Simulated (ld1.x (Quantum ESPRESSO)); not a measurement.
**What one change does to a pseudopotential (iridium, TM)**

- Element: Ir
- Generator: ld1.x (Quantum ESPRESSO) 7.5
- Type: norm-conserving Troullier–Martins (Kleinman–Bylander form)
- Functional: PBE
- Relativity: scalar-relativistic
- Frozen core: [Xe] 4f14
- Valence charge: 9
- Reference configuration: 5d7 6s2 6p0
- Partial waves: 6p (bound, empty): rc 3.45 bohr; 5d (bound): rc 1.55 bohr; 6s (bound): rc 1.95 bohr
- Local potential: the s channel
- Core correction: Bessel-smoothed model core inside 0.90 bohr

Change: wave 6s (bound): rc 1.95 bohr becomes 6s (bound): rc 2.34 bohr.

Cutoffs: the cutoffs (Ry, on a coarse ladder) from which the occupation-weighted sum of valence levels, in a spherical-Bessel basis at the reference potential, stays within 10 and 1 mRy of its value at 400 Ry; they do not see the model core or the augmentation charge, which bear on the density cutoff. Errors are all-electron minus pseudo energies relative to the spin-unpolarised reference configuration.

**Question.** How do hardness, ghosts and transferability respond?

**Answer.** The potential gets neither clearly harder nor softer (40 Ry and 70 Ry → 40 Ry and 70 Ry); the d channel sets the loose cutoff, while the largest relative change is in s, which becomes softer; of the 7 tests that both files solve, the error grows in 6 and shrinks in 0 by more than 15 % and 0.3 meV (median size 43.2 → 61.6 meV); neither file shows a bound ghost. More of the atom is replaced by a form fitted at one configuration, so other configurations suffer.

| quantity | base | changed |
| --- | --- | --- |
| cutoff, loose | 40 Ry | 40 Ry |
| cutoff, tight | 70 Ry | 70 Ry |
| loose cutoff by channel (10 mRy a level) | d 35 Ry, s 18 Ry | d 35 Ry, s 8 Ry |
| bound ghosts | none | none |
| error for 5d7 6s1 6p0, meV [ΔE 9.88 eV] | -9.6 | -13 |
| error for 5d7 6s0 6p0, meV [ΔE 27.35 eV] | -44 | -62 |
| error for 5d6 6s0 6p0, meV [ΔE 57.89 eV] | -162 | -165 |
| error for 5d7 6s1.5 6p0, meV [ΔE 4.03 eV] | -2.8 | -3.7 |
| error for 5d6 6s2 6p0, meV [ΔE 12.19 eV] | -43 | -70 |
| error for 5d7 6s1 6p1, meV [ΔE 5.32 eV] | -2.3 | -4.2 |
| error for 5d6 6s2 6p1, meV [ΔE 7.16 eV] | -75 | -96 |
| s: phases at 3.76 bohr within 0.05 rad from the reference energy up to (Ry; the scan ends near 5) | 0.9 | 1.1 |
| p: phases at 3.76 bohr within 0.05 rad from the reference energy up to (Ry; the scan ends near 5) | 1.7 | 1.7 |
| d: phases at 3.76 bohr within 0.05 rad from the reference energy up to (Ry; the scan ends near 5) | 0.6 | 0.6 |
